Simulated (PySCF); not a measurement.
HgC: from constants to spectrum

r²SCAN constants of HgC, ³Σ⁻ (triplet), unpaired electrons π ↑↑ (Hg def2-SVPD with ECP60, C def2-SVPD; scalar-relativistic core potentials (PySCF 2.14); masses 201.9706 and 12.0000 u):

- ωe: 386.3 cm⁻¹
- ωexe: 5.01 cm⁻¹
- Be: 0.32023 cm⁻¹
- αe: 0.00473 cm⁻¹
- De to Hg + C: 0.89 eV

Q: What force constant and bond length do these constants imply?

A: Reduced mass μred = 11.327 u; k = 5.8918×10⁻⁷·μred·ωe² (u, cm⁻¹, mdyn/Å) = 0.996 mdyn/Å; Re = √(16.8576/(μred·Be)) (u, cm⁻¹, Å) = 2.156 Å.

Q: Estimate the centrifugal constant D from the Kratzer relation and find the Dunham coefficient a1.

A: D = 4Be³/ωe² = 8.8e-07 cm⁻¹; a1 = −1 − αeωe/(6Be²) = -3.97.

Spin–orbit coupling is left out, which matters for elements this heavy, above all for dissociation energies. The state is the lowest determinant that a PBE0 search found; another state may lie lower at other levels.
